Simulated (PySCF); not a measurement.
C₂H₅BrCd. Atoms are numbered in the order given.

```xyz
9

Cd     0.1840     0.4056     0.0000
Br    -0.1579    -2.0268     0.0000
C      0.4762     2.5261     0.0000
C     -0.8139     3.3484     0.0000
H      1.0938     2.7476    -0.8847
H      1.0938     2.7476     0.8847
H     -1.4359     3.1477     0.8870
H     -1.4359     3.1477    -0.8870
H     -0.5920     4.4309     0.0000
```
Charge 0, spin multiplicity 1.

Geometry optimised at B3LYP-D3(BJ)/def2-SVP. The structure was generated by enumeration; whether it is a known compound was not checked. The def2 effective core potentials stand for the cores of Cd; spin–orbit coupling is left out. One conformer was computed; it need not be the lowest.

Level of theory: B3LYP-D3(BJ)/def2-SVP in PySCF.

Frequencies are harmonic and unscaled.

```json
[
 {"mode": "1", "ν (cm⁻¹)": "60", "IR (km/mol)": "1.1", "moving atoms (share of kinetic energy)": "Cd 36 %, C 32 %, Br 19 %, H 14 %"},
 {"mode": "2", "ν (cm⁻¹)": "81", "IR (km/mol)": "1.3", "moving atoms (share of kinetic energy)": "H 31 %, Cd 30 %, C 28 %, Br 11 %"},
 {"mode": "3", "ν (cm⁻¹)": "210", "IR (km/mol)": "6.9", "moving atoms (share of kinetic energy)": "C 49 %, Br 28 %, H 15 %"},
 {"mode": "4", "ν (cm⁻¹)": "242", "IR (km/mol)": "0.9", "moving atoms (share of kinetic energy)": "H 88 %, C 10 %"},
 {"mode": "5", "ν (cm⁻¹)": "257", "IR (km/mol)": "19.6", "moving atoms (share of kinetic energy)": "Cd 35 %, Br 35 %, C 21 %, H 9 %"},
 {"mode": "6", "ν (cm⁻¹)": "478", "IR (km/mol)": "11.6", "moving atoms (share of kinetic energy)": "C 65 %, H 20 %, Cd 14 %"},
 {"mode": "7", "ν (cm⁻¹)": "644", "IR (km/mol)": "21.0", "moving atoms (share of kinetic energy)": "H 83 %, C 17 %"},
 {"mode": "8", "ν (cm⁻¹)": "940", "IR (km/mol)": "3.2", "moving atoms (share of kinetic energy)": "H 92 %"},
 {"mode": "9", "ν (cm⁻¹)": "965", "IR (km/mol)": "3.4", "moving atoms (share of kinetic energy)": "H 79 %, C 21 %"},
 {"mode": "10", "ν (cm⁻¹)": "1036", "IR (km/mol)": "3.7", "moving atoms (share of kinetic energy)": "C 71 %, H 29 %"},
 {"mode": "11", "ν (cm⁻¹)": "1183", "IR (km/mol)": "65.8", "moving atoms (share of kinetic energy)": "H 69 %, C 31 %"},
 {"mode": "12", "ν (cm⁻¹)": "1242", "IR (km/mol)": "2.7", "moving atoms (share of kinetic energy)": "H 76 %, C 24 %"},
 {"mode": "13", "ν (cm⁻¹)": "1398", "IR (km/mol)": "7.8", "moving atoms (share of kinetic energy)": "H 82 %, C 18 %"},
 {"mode": "14", "ν (cm⁻¹)": "1443", "IR (km/mol)": "0.4", "moving atoms (share of kinetic energy)": "H 90 %, C 10 %"},
 {"mode": "15", "ν (cm⁻¹)": "1473", "IR (km/mol)": "1.2", "moving atoms (share of kinetic energy)": "H 96 %"},
 {"mode": "16", "ν (cm⁻¹)": "1476", "IR (km/mol)": "7.1", "moving atoms (share of kinetic energy)": "H 97 %"},
 {"mode": "17", "ν (cm⁻¹)": "3011", "IR (km/mol)": "44.4", "moving atoms (share of kinetic energy)": "H 97 %"},
 {"mode": "18", "ν (cm⁻¹)": "3052", "IR (km/mol)": "10.7", "moving atoms (share of kinetic energy)": "H 95 %"},
 {"mode": "19", "ν (cm⁻¹)": "3082", "IR (km/mol)": "21.9", "moving atoms (share of kinetic energy)": "H 91 %, C 9 %"},
 {"mode": "20", "ν (cm⁻¹)": "3097", "IR (km/mol)": "2.0", "moving atoms (share of kinetic energy)": "H 90 %, C 10 %"},
 {"mode": "21", "ν (cm⁻¹)": "3115", "IR (km/mol)": "25.0", "moving atoms (share of kinetic energy)": "H 90 %, C 10 %"}
]
```
